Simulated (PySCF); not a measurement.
C3H6BrF, SMILES C[C@H](F)CBr.

Coordinates come from a B3LYP-D3(BJ)/def2-SVP optimisation. Other conformers were not sampled.

Method: B3LYP-D3(BJ)/def2-SVP in PySCF.

Frequencies are harmonic and unscaled.

Estimate the vibrational spectrum. (Estimate from the structure and the level; the computed values follow.)


| mode | ν (cm⁻¹) | IR (km/mol) | moving atoms (share of kinetic energy) |
|---|---|---|---|
| 1 | 104 | 3.8 | C 49 %, H 29 %, F 15 % |
| 2 | 187 | 3.7 | C 50 %, H 22 %, Br 22 % |
| 3 | 241 | 0.6 | H 86 % |
| 4 | 321 | 3.7 | F 54 %, C 20 %, Br 19 % |
| 5 | 389 | 3.7 | C 44 %, H 37 %, F 19 % |
| 6 | 458 | 1.9 | C 43 %, H 37 %, F 19 % |
| 7 | 691 | 32.6 | C 72 %, H 16 % |
| 8 | 839 | 2.4 | C 48 %, H 48 % |
| 9 | 885 | 4.6 | H 66 %, C 28 % |
| 10 | 948 | 27.5 | H 45 %, C 38 %, F 17 % |
| 11 | 1040 | 6.8 | H 83 %, C 16 % |
| 12 | 1108 | 73.2 | C 56 %, H 29 %, F 15 % |
| 13 | 1158 | 25.1 | C 52 %, H 47 % |
| 14 | 1214 | 11.4 | H 62 %, C 38 % |
| 15 | 1236 | 5.8 | H 78 %, C 21 % |
| 16 | 1363 | 4.6 | H 81 %, C 18 % |
| 17 | 1375 | 2.7 | H 77 %, C 23 % |
| 18 | 1412 | 33.4 | H 62 %, C 37 % |
| 19 | 1451 | 5.2 | H 93 % |
| 20 | 1461 | 5.0 | H 94 % |
| 21 | 1476 | 4.2 | H 92 %, C 8 % |
| 22 | 3044 | 5.9 | H 97 % |
| 23 | 3053 | 21.0 | H 92 % |
| 24 | 3098 | 8.3 | H 95 % |
| 25 | 3132 | 15.4 | H 91 %, C 9 % |
| 26 | 3147 | 7.4 | H 90 %, C 10 % |
| 27 | 3175 | 2.2 | H 90 %, C 10 % |
